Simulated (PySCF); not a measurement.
# Spinor energies of Lu(29+) (lutetium, charge +29)

Start: [Kr] 4d6; 4d3/2 filled at m_j = -3/2, -1/2, +1/2, +3/2; 4d5/2 filled at m_j = +3/2, +5/2. Calculated with PySCF 2.14 in an uncontracted even-tempered set (17 s from 2.6 bohr⁻², ratio 2.8; 14 p from 3.4 bohr⁻², ratio 2.8; 9 d from 3.4 bohr⁻², ratio 2.8; 3 f from 15 bohr⁻², ratio 3): generalised Hartree-Fock with the X2C-1e Hamiltonian and a Gaussian nucleus; one run each with spin-orbit coupling (SO) switched off, then screened by Boettger's factors.

```json
{"spinor shell": "1s1/2", "electrons": "2", "ε, spin-free (eV)": "-64702.8", "ε, screened SO (eV)": "-64685.1", "weight of nominal j (screened SO)": "1.000", "rms radius, screened SO (bohr)": "0.0219"}
{"spinor shell": "2s1/2", "electrons": "2", "ε, spin-free (eV)": "-12029.6", "ε, screened SO (eV)": "-12023.6", "weight of nominal j (screened SO)": "1.000", "rms radius, screened SO (bohr)": "0.0885"}
{"spinor shell": "2p1/2", "electrons": "2", "ε, spin-free (eV)": "-10709.7", "ε, screened SO (eV)": "-11505.4", "weight of nominal j (screened SO)": "1.000", "rms radius, screened SO (bohr)": "0.0754"}
{"spinor shell": "2p3/2", "electrons": "4", "ε, spin-free (eV)": "-10709.7", "ε, screened SO (eV)": "-10380.1", "weight of nominal j (screened SO)": "1.000", "rms radius, screened SO (bohr)": "0.0825"}
{"spinor shell": "3s1/2", "electrons": "2", "ε, spin-free (eV)": "-3589.4", "ε, screened SO (eV)": "-3587.1", "weight of nominal j (screened SO)": "1.000", "rms radius, screened SO (bohr)": "0.226"}
{"spinor shell": "3p1/2", "electrons": "2", "ε, spin-free (eV)": "-3186.2", "ε, screened SO (eV)": "-3360.1", "weight of nominal j (screened SO)": "1.000", "rms radius, screened SO (bohr)": "0.217"}
{"spinor shell": "3d3/2", "electrons": "4", "ε, spin-free (eV)": "-2700.9", "ε, screened SO (eV)": "-2733.9", "weight of nominal j (screened SO)": "0.999", "rms radius, screened SO (bohr)": "0.204"}
{"spinor shell": "3d5/2", "electrons": "6", "ε, spin-free (eV)": "-2700.9", "ε, screened SO (eV)": "-2676.5", "weight of nominal j (screened SO)": "0.999", "rms radius, screened SO (bohr)": "0.208"}
{"spinor shell": "4s1/2", "electrons": "2", "ε, spin-free (eV)": "-1472.5", "ε, screened SO (eV)": "-1471.7", "weight of nominal j (screened SO)": "1.000", "rms radius, screened SO (bohr)": "0.472"}
{"spinor shell": "4p1/2", "electrons": "2", "ε, spin-free (eV)": "-1320.5", "ε, screened SO (eV)": "-1376.6", "weight of nominal j (screened SO)": "0.995", "rms radius, screened SO (bohr)": "0.477"}
{"spinor shell": "4p3/2", "electrons": "4", "ε, spin-free (eV)": "-1320.5", "ε, screened SO (eV)": "-1295.7", "weight of nominal j (screened SO)": "0.997", "rms radius, screened SO (bohr)": "0.504"}
{"spinor shell": "4d3/2", "electrons": "4", "ε, spin-free (eV)": "-1139.3", "ε, screened SO (eV)": "-1145.3", "weight of nominal j (screened SO)": "0.946", "rms radius, screened SO (bohr)": "0.498"}
{"spinor shell": "4d5/2", "electrons": "2", "ε, spin-free (eV)": "-1139.3", "ε, screened SO (eV)": "-1130.9", "weight of nominal j (screened SO)": "0.944", "rms radius, screened SO (bohr)": "0.505"}
```

Task: Where does 3p3/2 lie, and what is the 3p spin-orbit splitting (screened SO)?

Result: At -3112.3 eV, 247.77 eV above 3p1/2.

```
   quantity     spin-free   screened SO
E (hartree)  -14134.22831  -14149.29617
        M_J             4             4
       ⟨J²⟩        20.001        20.022
       ⟨L²⟩         6.001        10.847
       ⟨S²⟩         6.000         3.619
```

Each row is a mean over spinors that exchange with the open shell spreads, by up to 22.046 eV (4p3/2).

Breit and QED terms are absent; they matter most for the inner s and p1/2 levels.

Densities and radii are taken from the X2C orbitals without a picture-change correction, which distorts them close to the nucleus.

Without spin-orbit coupling the j labels of p, d and f shells carry no meaning; the spin-free column gives the mean over the occupied spinors of each nl shell.
